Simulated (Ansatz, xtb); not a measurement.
## Two structures of AlBFH5Si

We compare X, `B[SiH2][AlH][F]`, a singlet, with Y, a singlet given by its coordinates. Both are isolated molecules in the gas phase, relaxed with B3LYP/6-31G*; the shapes shown needn't be the lowest conformers.

X (Å):

```
atom    x (Å)    y (Å)    z (Å)
  Al   1.1554  -2.0252  -0.7986
   B   0.4664   1.0234   0.7537
   F   0.0502  -2.1442  -2.0367
  Si   0.4598  -0.8942   1.2855
   H   1.4732   1.6673   0.7954
   H  -0.5017   1.5282   0.2680
   H  -0.8717  -1.4425   1.6752
   H   1.4605  -1.2683   2.3272
   H   2.5848  -2.6528  -1.0942
```

Y (Å):

```xyz
9

Al    0.5263   -1.1464   -0.0693
B    -0.8890    0.5204   -0.4011
F     1.1694   -1.4275    1.4394
Si    0.6510    1.5791   -0.4623
H     1.3228    1.9794   -1.7262
H     1.4745    1.9866    0.7050
H    -1.3999    0.1470   -1.4162
H     0.4751   -2.3959   -1.0433
H    -1.2885    0.0882    0.6579
```

Close contacts (Å): Al1–B2 2.21, Al1–F3 1.66, Al1–Si4 2.76, B2–Si4 1.87, Al1–H8 1.59, B2–H7 1.20, B2–H9 1.21, Si4–H5 1.49, Si4–H6 1.49.

Q: Estimate E(Y) − E(X) at the level CCSD(T)/def2-SVP + ΔMP2/def2-TZVPP.

A: Calculated at CCSD(T)/def2-SVP + ΔMP2/def2-TZVPP: E(Y) − E(X) = −4.4 kcal/mol, so structure Y lies lower.

Level by level:

```json
{"level": "B3LYP/6-31G*", "geometry": "B3LYP/6-31G*", "E(Y) − E(X) (kcal/mol)": "−0.2", "departure from the last row (kcal/mol)": "+4.2", "job, with rough time for the two": "optimisation, 2.1 min"}
{"level": "HF/def2-SVP", "geometry": "B3LYP/6-31G*", "E(Y) − E(X) (kcal/mol)": "+9.1", "departure from the last row (kcal/mol)": "+13.6", "job, with rough time for the two": "part of the CCSD(T) run"}
{"level": "MP2/def2-SVP", "geometry": "B3LYP/6-31G*", "E(Y) − E(X) (kcal/mol)": "−5.2", "departure from the last row (kcal/mol)": "−0.8", "job, with rough time for the two": "part of the CCSD(T) run"}
{"level": "CCSD(T)/def2-SVP", "geometry": "B3LYP/6-31G*", "E(Y) − E(X) (kcal/mol)": "−4.0", "departure from the last row (kcal/mol)": "+0.5", "job, with rough time for the two": "single point"}
{"level": "CCSD(T)/def2-SVP + ΔMP2/def2-TZVPP", "geometry": "B3LYP/6-31G*", "E(Y) − E(X) (kcal/mol)": "−4.4", "departure from the last row (kcal/mol)": "", "job, with rough time for the two": "single point, 16 s"}
```

HF/def2-SVP puts the two in the other order. B3LYP/6-31G* finds them nearly level. The largest departure from CCSD(T)/def2-SVP + ΔMP2/def2-TZVPP is that of HF/def2-SVP, 13.6 kcal/mol. Levels run at GFN2-xTB geometries aren't shown. The last row adds to CCSD(T) the change of the MP2 difference between the two basis sets, here −0.5 kcal/mol.

With harmonic frequencies from B3LYP/6-31G* (ideal gas, rigid rotor, one conformer each, 298.15 K, 1 atm): on the last row, ΔE + ΔZPE = −4.3 kcal/mol. A mode under 50 cm⁻¹ makes harmonic enthalpies and free energies unreliable, so none is given.

The correlated steps freeze 12 core orbitals. Codes used: Ansatz 0.2.0; the last row on 1 thread of Intel(R) Xeon(R) 6975P-C (Granite Rapids) on a shared host.
